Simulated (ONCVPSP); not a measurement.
tantalum (Ta): excitation energies, all-electron against ONCV

Ta, optimised norm-conserving Vanderbilt (ONCV), made with ONCVPSP 4.0.1 (PW91, fully relativistic). Core [Kr] 4d10 4f14, reference 5s2 5p6 5d3 (charge +2). Waves: 5s: rc 1.25 bohr, ncon 4, nbas 7, qcut 5.1 1/bohr, 1 projector; 5p: rc 2.05 bohr, ncon 4, nbas 9, qcut 7.5 1/bohr, 1 projector; 5d: rc 2.45 bohr, ncon 3, nbas 7, qcut 5.7 1/bohr, 2 projectors, debl 1.2 Ha. Local part: polynomial inside 1.05 bohr (lpopt 1, dvloc0 6 Ha). Core correction: Teter function, fcfact 3.75, rcfact 1.45.

Open shells are filled in proportion to 2j + 1.

Energies are relative to the spin-unpolarised reference configuration 5s2 5p6 5d3; without spin polarisation the order of configurations can differ from experiment.

```csv
valence configuration,charge,ΔE all-electron (eV),error AE − PS (meV)
5s2 5p6 5d3 6s1,+1,-15.032,+631
5s2 5p6 5d2,+3,23.665,+1.8
5s2 5p6 5d3 6p1,+1,-9.970,+161
```

(1) What are ΔE and the potential's error for 5s2 5p6 5d3 6s2?

Results:

(1) ΔE = -23.562 eV all-electron; the error (AE − PS) is +1001 meV.
